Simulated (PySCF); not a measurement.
Dipole moment and polarisability of `C=C=PC(F)(F)F`

Species: C₃H₂F₃P.
Geometry (GFN2-xTB, Å), atoms numbered from 1 in this order:
```
atom  x, y, z in Å
C1     2.0273    0.0965   -0.0504
C2     0.9184   -0.5543    0.0780
P3    -0.4247   -1.4809    0.2440
C4    -1.6393    0.0006    0.1711
F5    -2.9074   -0.4153    0.2859
F6    -1.4296    0.8868    1.1559
F7    -1.5543    0.6779   -0.9836
H8     2.5669    0.4842    0.8016
H9     2.4562    0.3106   -1.0187
```

Level: B3LYP/def2-SVPD (PySCF), static field, nuclei fixed, core orbitals frozen in the response. The polarisability tensor in these axes (au):

```
x   92.98 13.33 -3.82
y   13.33 60.90 -1.91
z   -3.82 -1.91 49.56
```

Task: Give the principal values, the mean and the anisotropy Δα = √{½[(α1 − α2)² + (α2 − α3)² + (α1 − α3)²]}.

Result: Principal values 49.16, 56.12 and 98.17 au; mean 67.82 au = 10.05 Å³ = 11.18 × 10⁻⁴⁰ C²·m²/J; Δα = 45.93 au (68 % of the mean).

Task: What is the dipole moment, and where does it point?

Result: (2.67, -0.31, -0.13) D, 2.70 D in size, pointing from the negative to the positive side. Measured along this direction, the outermost atoms are F5 at the negative end and H8 and H9 at the positive end.

Task: What are the principal values of the traceless quadrupole moment, Θ = ½Σq(3rr − r²1), about the centre of nuclear charge?

Result: -5.21, -2.20, 7.42 D·Å. The values depend on the origin, since the dipole doesn't vanish. The electronic extent ⟨r²⟩ about the same centre is 851 bohr², a root-mean-square distance of 1.96 Å for the 62 electrons.

Task: Form Σ f/ω² (atomic units) for the 8 lowest TDDFT singlets, given as eV and f, and set it beside the mean polarisability, which is this sum over all singlets: 4.47, 0.0030; 4.88, 0.0001; 5.32, 0.0605; 6.21, 0.0045; 6.61, 0.8228; 6.92, 0.0070; 7.28, 0.0072; 7.38, 0.0009.

Result: They add up to 15.94 au, 23.5 % of the 67.82 au; the largest single term is 13.93 au, from the state at 6.61 eV. Terms in order: 0.11, 0.00, 1.58, 0.09, 13.93, 0.11, 0.10, 0.01 au. Higher excitations give the rest. The strengths listed sum to 0.906.

Task: Rayleigh depolarisation ratio (linearly polarised light, static tensor)?

Result: ρ = 3Δα²/(45ᾱ² + 4Δα²) = 6327.9/(206950 + 8437.2) = 0.0294.

Task: Along which axes do the principal values lie, and how far do the nuclei extend along each?

Result: Largest value along (0.94, 0.34, -0.09), where the nuclei span 5.39 Å; middle along (-0.35, 0.94, -0.07), 2.50 Å; least along (0.06, 0.10, 0.99), 2.15 Å. The response follows the extents in order.

Isolated species at its GFN2-xTB geometry, gas phase.

These values come from a run that also computed excited states. Hardware: an Arm Neoverse V1 with one thread, shared host. Cost: 19 s, 0.69 GiB resident at most.
